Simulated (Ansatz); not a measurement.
Species: HF3Si, SMILES `F[SiH](F)F` (charge 0, multiplicity 1).

Question: Give a relaxed geometry from B3LYP-D3(BJ)/def2-TZVP run with Ansatz (a program for electronic structure).

Answer: the end point of this relaxation (outside a Z-matrix the atoms follow the SMILES, hydrogens last).
Bonded distances (Å): F1–Si2 1.579, Si2–F3 1.579, Si2–F4 1.579, Si2–H5 1.456. Angles (°): F1–Si2–F3 108.3, F1–Si2–F4 108.3, F1–Si2–H5 110.6, F3–Si2–F4 108.3, F3–Si2–H5 110.6, F4–Si2–H5 110.6.
